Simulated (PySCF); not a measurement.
## TPSS on He+ (helium, charge +1)

Configuration: 1s1, 2S determinant. Calculation: PySCF 2.14, in jorge-DZP-DKH; scalar relativity by spin-free X2C-1e.

| Property | Result |
| --- | --- |
| Total energy | -1.9949 hartree |
| One-electron energy | -1.9937 hartree |
| Hartree (Coulomb) energy | 0.6198 hartree |
| Exchange-correlation energy | -0.6210 hartree |
| ⟨S²⟩ | 0.7500 |
| ⟨L²⟩ | 0.000 |
| Sum of ⟨r⟩ | 0.7623 bohr |
| Sum of ⟨r²⟩ | 0.7920 bohr² |
| Langevin diamagnetic susceptibility | -0.627 ×10⁻⁶ cm³/mol |
| Time after the integrals | 0.05 s of wall time on 1 thread of Neoverse-N1 (shared host) |

| shell | electrons | mean orbital energy (eV) | rms radius, mean of both spins (bohr) |
| --- | --- | --- | --- |
| 1s α | 1 | -42.646 | 0.890 |

For one electron the Hartree and exchange-correlation energies should cancel; what remains is the self-interaction error.
